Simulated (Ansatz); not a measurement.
C$_{2}$H$_{3}$BFN (`FB1CC=N1`), charge 0, multiplicity 1.

(1) Give a relaxed structure at PBE0-D4/def2-TZVP (Ansatz). (An estimate is asked.)

## Answers

(1) Ansatz gave: 
```xyz
8

F    -1.012   -0.144    2.116
B    -0.396    0.122    0.992
C     0.151   -0.722   -0.242
C     0.240    0.732   -0.658
N    -0.098    1.426    0.377
H     1.121   -1.212   -0.137
H    -0.519   -1.361   -0.820
H     0.513    1.158   -1.629
```
